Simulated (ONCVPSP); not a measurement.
## What one change does to a pseudopotential (Au, ONCV)

gold, optimised norm-conserving Vanderbilt (ONCV), made with ONCVPSP 4.0.1 (LDA (Perdew-Zunger), scalar-relativistic). Core [Kr] 4d10 4f14, reference 5s2 5p6 5d10 (charge +1). Waves: 5s: rc 1.10 bohr, ncon 4, nbas 7, qcut 4.8 1/bohr, 2 projectors, debl 0.7 Ha; 5p: rc 1.75 bohr, ncon 3, nbas 6, qcut 6.2 1/bohr, 2 projectors, debl 1.9 Ha; 5d: rc 1.60 bohr, ncon 4, nbas 7, qcut 6 1/bohr, 2 projectors, debl 3.3 Ha. Local part: polynomial inside 0.70 bohr (lpopt 2, dvloc0 4 Ha). Core correction: Teter function, parameters optimised by the program.

In the s channel the program set the typed energies aside and used -4.312, 0.250 Ha. In the p channel the program set the typed energies aside and used -2.524, 0.250 Ha.

All-electron outer shells of the reference configuration (LDA (Perdew-Zunger), scalar-relativistic, ld1.x):

```csv
shell,level (eV),outermost node (bohr),outermost maximum (bohr)
4f,-90.12,–,0.37
5p,-68.67,0.52,0.96
5d,-15.62,0.56,1.21
```

Change: s: qcut 3.7; p: qcut 4.7; d: qcut 4.6.

Cutoffs: the cutoffs (Ha) at which the residual kinetic energy of the hardest occupied pseudo-wave falls to 1 and 0.1 mHa per electron; they do not see the model core or the augmentation charge, which bear on the density cutoff. Errors are all-electron minus pseudo energies relative to the spin-unpolarised reference configuration.

Q: How do hardness, ghosts and transferability respond?

A: The potential gets neither clearly harder nor softer (106 Ha and 147 Ha → 107 Ha and 149 Ha); the s channel sets the loose cutoff, while the largest relative change is in d, which becomes harder; the errors of the 4 common tests hardly move; neither file shows a bound ghost.

| quantity | base | changed |
| --- | --- | --- |
| cutoff, loose | 106 Ha | 107 Ha |
| cutoff, tight | 147 Ha | 149 Ha |
| loose cutoff by channel | s 106 Ha, p 15 Ha, d 21 Ha | s 107 Ha, p 30 Ha, d 59 Ha |
| bound ghosts | none | none |
| GHOST(+) flags under 300 eV | p at 206.2 eV, s at 218.7 eV | s at 235.7 eV |
| error for 5s2 5p6 5d10 6s1, meV [ΔE -9.77 eV] | +2.0 | +2.0 |
| error for 5s2 5p6 5d9, meV [ΔE 21.50 eV] | -3.8 | -3.5 |
| error for 5s2 5p6 5d8, meV [ΔE 55.67 eV] | -14 | -12 |
| error for 5s2 5p6 5d10 6s0.5, meV [ΔE -5.83 eV] | +1.5 | +1.5 |
| s: phases at 1.11 bohr within 0.05 rad from the reference energy up to (Ha; the scan ends near 5) | to the end of the scan | to the end of the scan |
| p: phases at 1.78 bohr within 0.05 rad from the reference energy up to (Ha; the scan ends near 5) | to the end of the scan | to the end of the scan |
| d: phases at 1.62 bohr within 0.05 rad from the reference energy up to (Ha; the scan ends near 5) | to the end of the scan | to the end of the scan |
| rms error of d²Exc/dni dnj with the model core, mHa | 0.34 | 0.29 |
